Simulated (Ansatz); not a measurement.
Consider the formal exchange of groups at a B–O bond: `O[BH][AlH2]` + `CC` → `CC[BH][AlH2]` + H₂O.

Program: Ansatz. Geometries: PBE0-D4/def2-TZVP. ΔE: electronic, gas phase. CCSD(T)/CBS adds triple-zeta CCSD(T) − MP2 to the extrapolated MP2 energy (def2 sets, frozen cores). This one scheme is used for every species. DFT in def2-TZVPP. HSE06 is defined as in plane-wave codes. One conformer a species, not always the lowest.

```json
{"level": "LDA (SPW92)", "ΔE (kcal/mol)": "32.3", "difference from CCSD(T)/CBS": "0.9"}
{"level": "B97M-V", "ΔE (kcal/mol)": "32.4", "difference from CCSD(T)/CBS": "1.0"}
{"level": "r2SCANh-D4", "ΔE (kcal/mol)": "32.4", "difference from CCSD(T)/CBS": "1.0"}
{"level": "BHLYP-D4", "ΔE (kcal/mol)": "33.5", "difference from CCSD(T)/CBS": "2.1"}
{"level": "ωB97M-V", "ΔE (kcal/mol)": "32.7", "difference from CCSD(T)/CBS": "1.3"}
{"level": "r2SCANh", "ΔE (kcal/mol)": "32.7", "difference from CCSD(T)/CBS": "1.3"}
{"level": "r2SCAN0", "ΔE (kcal/mol)": "32.6", "difference from CCSD(T)/CBS": "1.2"}
{"level": "HSE06", "ΔE (kcal/mol)": "32.5", "difference from CCSD(T)/CBS": "1.1"}
{"level": "CAM-B3LYP", "ΔE (kcal/mol)": "35.3", "difference from CCSD(T)/CBS": "3.9"}
{"level": "RPA@PBE/def2-TZVPP", "ΔE (kcal/mol)": "33.5", "difference from CCSD(T)/CBS": "2.1"}
{"level": "HF/def2-SVP", "ΔE (kcal/mol)": "38.0", "difference from CCSD(T)/CBS": "6.6"}
{"level": "HF/def2-TZVPP", "ΔE (kcal/mol)": "35.4", "difference from CCSD(T)/CBS": "4.0"}
{"level": "CCSD(T)/def2-TZVPP", "ΔE (kcal/mol)": "32.6", "difference from CCSD(T)/CBS": "1.2"}
{"level": "MP2/def2-QZVPP", "ΔE (kcal/mol)": "31.8", "difference from CCSD(T)/CBS": "0.4"}
{"level": "SCS-MP2/def2-QZVPP", "ΔE (kcal/mol)": "32.8", "difference from CCSD(T)/CBS": "1.4"}
{"level": "MP2/CBS(def2)", "ΔE (kcal/mol)": "31.3", "difference from CCSD(T)/CBS": "-0.1"}
{"level": "CCSD(T)/CBS", "ΔE (kcal/mol)": "31.4", "difference from CCSD(T)/CBS": "0"}
```

Q: What do rigid-rotor, harmonic-oscillator terms from PBE0-D4/def2-TZVP frequencies (298.15 K, 1 bar) make of the CCSD(T)/CBS value? (An estimate is asked.)

A: Computed: ΔZPE = -2.6 kcal/mol, ΔH = +29.8 kcal/mol, ΔS = 14 J/(mol·K), ΔG = +28.7 kcal/mol. Modes under 50 cm⁻¹ make the entropy rough.

Largest T1 diagnostic among the species: 0.014.

Leaving LDA and LC-ωPBE aside and taking each functional with its dispersion term where it has one, the values, not all of them listed here, spread over 3.4 kcal/mol, from revPBE-D4 to B2PLYP. In def2-TZVPP, CCSD(T) changes the Hartree–Fock value by −2.7 kcal/mol (the triples alone add −0.1 kcal/mol) and MP2 by −2.9 kcal/mol. The D4 term adds −1.7 kcal/mol with B3LYP and −1.0 kcal/mol with PBE0; it sums over pairs of atoms, weighted by their polarisabilities, and B3LYP, whose exchange is more repulsive, gets the larger term.

B3LYP here is the variant with VWN-RPA as its local correlation; programs differ in this.
